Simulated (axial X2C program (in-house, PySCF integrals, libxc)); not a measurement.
# HfCl: from the spin-free to the two-component result

Calculated with an axial X2C code built on PySCF integrals. Spin-free means the one-electron spin-free X2C Hamiltonian; two-component (2c) means X2C with spin–orbit coupling and atomic mean-field two-electron Coulomb and Gaunt terms, so the difference of the two also holds small scalar two-electron terms. Basis: Hf dyall-cv3z [13s14p9d7f4g], Cl dyall-av3z [9s8p3d2f] (cores contracted in-house); Gaussian nuclei, density fitting, unrestricted open shells. Masses: Hf 179.947 u, Cl 34.969 u.

Spin-free state: M_S = 1/2, Λ = 2 (beyond evenly filled blocks: δ+α); fragments Hf + Cl.

```
  level  Re (Å)  ωe (cm⁻¹)  De (eV)  μ (D)
   PBE0   2.289      378.7    4.980  -1.59
     HF   2.372      350.2    4.000  -1.47
   CCSD   2.332      371.4    4.882    n/a
CCSD(T)   2.328      373.2    4.968    n/a
  PBE50   2.292      381.1    4.927  -1.66
```

Correlated methods: 11 electrons correlated (number of frozen shells: Hf 5 s, 4 p, 2 d, 1 f; Cl 2 s, 1 p), 315 virtual spin orbitals or spinors in MP2, 90 natural virtuals in coupled cluster.

Dipoles are positive if Cl is the positive end.

Question: Within this multiplet, which Ω should lie lowest by the rule for regular and inverted multiplets?

Answer: The open δ shell holds one electron, so the multiplet is regular: Ω = Λ − 1/2 = 3/2. The PBE0 2c search agrees.

Two-component determinant lowest at the distance of the search:

Ω = 3/2 (⟨Sz⟩ = -0.52, ⟨Lz⟩ = 2.02 at HF); fragments Hf + Cl.

```csv
level,Re (Å),ωe (cm⁻¹),De (eV),μ (D)
PBE0,2.292,376.9,n/a,-1.61
HF,2.374,350.2,n/a,-1.65
CCSD,2.345,363.0,n/a,n/a
CCSD(T),2.342,364.0,4.821,n/a
PBE50,2.296,378.2,n/a,-1.64
```

Question: From the two tables, how do the constants change at the CCSD(T) level (2c against spin-free)?

Answer: At the CCSD(T) level Re rises by 0.014 Å and ωe drops by 9.2 cm⁻¹; De changes by -0.147 eV.

The state is one determinant whose occupation by symmetry is held fixed; it was picked as the lowest of a PBE0 search that is not exhaustive. Dissociation energies refer to the lowest single-determinant-based atoms at the same level and basis. De is not given where an atomic determinant may have missed its ground term or J level, or where the truncated virtual space spoils (T). Density functionals use the spin component along the axis (collinear). CCSD and (T) use frozen natural virtuals with an MP2 correction for the truncation; (T) itself is uncorrected, so its De runs slightly low. PBE0 can misorder states that lie within some tenths of an eV, so this need not be the ground state of the molecule. The nearest other spin-free determinant of the search, M_S = 1/2, Λ = 1, lies 0.33 eV up at the distance of the search. The functionals have no current-density term, which raises determinants with orbital currents, atoms included. The outer-core s and p shells of the metal are frozen in the correlated rows, which leaves out core–valence correlation; for alkali and alkaline-earth bonds that tends to lengthen them. The determinant is spin-polarised beyond a pure state at some levels (its spin-free form has ⟨S²⟩ too high), which makes Re and μ there less reliable. The T1 diagnostic is large, a sign of multireference character. With the outer-core shells frozen, correlated bond lengths of heavy atoms tend to come out a few hundredths of an ångström too long.
